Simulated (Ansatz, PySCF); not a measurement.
Molecule: C2H7BN (charge 0, doublet). It need not be the lowest isomer of its formula. 
Structure (B3LYP-D3(BJ)/def2-TZVP (Ansatz, a program for electronic structure) minimum search):
```
B
N 1 1.3793
H 2 1.0079 1 136.19
C 1 1.5915 2 120.24 3 92.79
H 4 1.0893 1 114.17 2 -3.86
H 4 1.0940 5 108.44 1 -122.78
H 4 1.0944 5 108.61 6 -115.34
C 1 1.5916 2 120.14 3 -92.95
H 8 1.0894 1 114.18 2 9.24
H 8 1.0939 9 108.81 1 -122.65
H 8 1.0944 9 108.21 10 -115.36
```
Charge 0, spin multiplicity 2.

Wanted: atomisation energy (electronic, to ground-state atoms), in kcal/mol. Cores are frozen in the correlated levels unless marked. UHF or UKS for open shells. No spin-orbit coupling. Non-relativistic. The coupled-cluster limit lacks core correlation, which all-electron functionals hold. Basis-set limits of correlation are two-point, X^-3; Hartree-Fock from the larger set. [CCSD(T)-MP2]/basis is that difference in the basis named.

```tsv
level	program	atomisation energy (kcal/mol)
HF-D4/def2-TZVPD	PySCF + dftd4	758.6
PBE/def2-TZVPD	Ansatz	1009.0
r2SCAN-D3(BJ)/def2-TZVPD	Ansatz + dftd3	996.6
PBE0-D3(BJ)/def2-TZVP	Ansatz + dftd3	997.7
```

Task: Estimate the value at RI-MP2/CBS(cc-pVTZ,cc-pVQZ)+[CCSD(T)-MP2]/cc-pVTZ as computed with Ansatz.

Result: 985.5 kcal/mol
